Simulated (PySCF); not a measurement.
C₆H₁₅Al, SMILES C[CH2][Al]([CH2]C)[CH2]C.

Geometry: PBE0-D3(BJ)/def2-SVP. The isomer is the one that the SMILES or the coordinates give; other isomers of the formula were not compared. The values are those of a single conformer.

The numbers are results of PySCF with TDDFT-LC-ωPBE/def2-SVP, not measurements.

Vertical excitations. The molecule is in vacuum.

| state | energy (eV) | λ (nm) | f | main pairs |
|---|---|---|---|---|
| S1 | 5.63 | 220 | 0.000 | HOMO→LUMO 97 % |
| S2 | 5.71 | 217 | 0.000 | HOMO−1→LUMO 97 % |
| S3 | 7.26 | 171 | 0.131 | HOMO→LUMO+1 90 % |
| S4 | 7.33 | 169 | 0.078 | HOMO−1→LUMO+1 88 % |
| S5 | 8.49 | 146 | 0.036 | HOMO→LUMO+2 51 %, HOMO−1→LUMO+3 20 % |
| S6 | 8.65 | 143 | 0.042 | HOMO−1→LUMO+2 50 %, HOMO−2→LUMO+1 11 % |
| S7 | 8.73 | 142 | 0.030 | HOMO−2→LUMO 79 % |
| S8 | 8.99 | 138 | 0.054 | HOMO−3→LUMO 28 %, HOMO→LUMO+3 25 %, HOMO−1→LUMO+3 16 %, HOMO→LUMO+2 9 % |
| S9 | 9.01 | 138 | 0.008 | HOMO−3→LUMO 45 %, HOMO→LUMO+3 18 %, HOMO−1→LUMO+3 9 %, HOMO−2→LUMO 9 % |
| S10 | 9.08 | 137 | 0.081 | HOMO−4→LUMO 42 %, HOMO−1→LUMO+3 14 %, HOMO→LUMO+3 14 %, HOMO→LUMO+2 7 % |
| T1 | 5.29 | 234 | 0 | HOMO→LUMO 95 % |
| T2 | 5.37 | 231 | 0 | HOMO−1→LUMO 95 % |
| T3 | 6.58 | 189 | 0 | HOMO→LUMO+1 80 % |
| T4 | 6.75 | 184 | 0 | HOMO−1→LUMO+1 77 % |
Triplets are in the Tamm–Dancoff approximation, which puts them higher than full response would, so one can lie above its singlet here.
